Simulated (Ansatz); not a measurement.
Relaxation of F$_{2}$H$_{4}$W (7 atoms, charge 0, multiplicity 1), to a largest force component of 0.03 eV/Å in at most 50 steps.

All numbers below come from RKS PBE0-D4/def2-SVP in Ansatz 0.2.0.

```xyz
7
Properties=species:S:1:pos:R:3
W 0.325 -0.241 0.012
H 0.236 0.772 1.368
F 2.041 -0.165 0.713
H -0.616 1.125 -0.206
H -1.129 -0.176 0.812
F -0.301 -1.977 -0.271
H 0.385 0.531 -1.488
```

**Question.** Where does it end, and by what steps?

**Answer.** The run converged. After 4 steps the energy has fallen by 0.036 eV; H2 moved furthest, 0.07 Å.

| step | energy less start (eV) | largest force component (eV/Å) | accepted |
| --- | --- | --- | --- |
| 0 | 0.0000 | 0.532 | yes |
| 1 | 0.0264 | 0.537 | no |
| 2 | 0.0436 | 1.708 | no |
| 3 | -0.0334 | 0.112 | yes |
| 4 | -0.0362 | 0.018 | yes |

```xyz
7
Properties=species:S:1:pos:R:3
W 0.335 -0.229 0.025
H 0.169 0.773 1.342
F 2.078 -0.195 0.692
H -0.606 1.138 -0.199
H -1.124 -0.183 0.822
F -0.295 -1.963 -0.261
H 0.383 0.529 -1.480
```

Whether the end is a true minimum wasn't checked by a vibrational analysis.

The run took 11 s on 1 thread of Intel(R) Xeon(R) 6975P-C (Granite Rapids), with other jobs on the host, peak memory 0.17 GiB.
